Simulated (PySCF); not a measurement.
**Radial density of Li⁻ (lithium, charge -1)**

UHF, [He] 2s2, closed-shell 1S. Calculation: PySCF 2.14, in aug-cc-pCVQZ (9s8p6d4f2g, 109 functions); the non-relativistic Hamiltonian (point nucleus).

| r (bohr) | 4πr²ρ (e/bohr) |
| --- | --- |
| 0.00938 | 0.01444 |
| 0.0158 | 0.03926 |
| 0.0265 | 0.1042 |
| 0.0446 | 0.2647 |
| 0.0751 | 0.6258 |
| 0.126 | 1.311 |
| 0.212 | 2.259 |
| 0.357 | 2.838 |
| 0.601 | 2.152 |
| 1.01 | 0.7373 |
| 1.70 | 0.1809 |
| 2.86 | 0.3051 |
| 4.81 | 0.3024 |
| 8.09 | 0.1251 |
| 13.6 | 0.02016 |
| 22.9 | 0.0005661 |
